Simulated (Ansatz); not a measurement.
Isolated molecules relaxed with PBE0-D4/def2-TZVP in Ansatz; ΔE leaves out vibrations. CCSD(T)/CBS adds triple-zeta CCSD(T) − MP2 to the extrapolated MP2 energy (def2 sets, frozen cores). Functionals use def2-TZVPP. Elements past krypton have def2 core potentials. For In, Se outer-core shells are correlated without core-valence functions, which leaves a few kJ/mol of doubt a bond. Scalar relativity is left out up to krypton. One conformer a species, not always the lowest.

`[CH3][InH][SeH]` + H₂Se → `[SeH][SeH]` + `[CH3][InH2]`  (ligand exchange at the Se–In bond)

`[CH3][InH][SeH]`:

Cartesian coordinates in Å:
```
C 0.650 0.891 0.663
In -0.983 -0.406 0.171
Se -0.661 -1.869 -1.854
H 0.510 1.360 1.636
H 1.580 0.320 0.665
H 0.728 1.668 -0.100
H -2.510 -0.622 0.928
H 0.686 -1.342 -2.109
```

H₂Se:

Cartesian coordinates in Å:
```
Se 0.237 -0.497 0.406
H -1.101 -0.033 0.027
H 0.864 0.530 -0.433
```

`[SeH][SeH]`:

```xyz
4

Se   -0.277   -0.587   -1.093
Se    0.696   -0.348    1.005
H    -1.610   -0.089   -0.716
H     1.191    1.024    0.804
```

`[CH3][InH2]`:

Cartesian coordinates in Å:
```
C -0.045 -0.855 -0.535
In 0.072 0.971 0.600
H 0.885 -1.421 -0.479
H -0.851 -1.475 -0.134
H -0.278 -0.645 -1.580
H 1.288 1.184 1.812
H -1.070 2.240 0.315
```

Question: Is it downhill or uphill in electronic energy at CCSD(T)/CBS, and by how much? (Best estimate.)

Answer: Ansatz gave: Uphill: ΔE = +1.40 eV.

Question: What do these levels give: BLYP-D4, PBE0-D4, CAM-B3LYP-D4, BLYP, r2SCAN0, SCS-MP2/def2-QZVPP? (An estimate is asked.)

Answer: Ansatz gave: BLYP-D4 1.20, PBE0-D4 1.28, CAM-B3LYP-D4 1.28, BLYP 1.21, r2SCAN0 1.34, SCS-MP2/def2-QZVPP 1.38 eV.

Largest T1 diagnostic among the species: 0.013.

Leaving LDA and LC-ωPBE aside and taking each functional with its dispersion term where it has one, the values, not all of them listed here, spread over 0.18 eV, from revPBE-D4 to PBE-QIDH. LDA lies +0.05 eV from PBE without D4. At CCSD(T), def2-SVP lies +0.04 eV from the extrapolated value and def2-TZVPP −0.03 eV. From PBE to PBE0 (25 % exact exchange), in def2-TZVPP and without D4, ΔE moves by +0.05 eV.
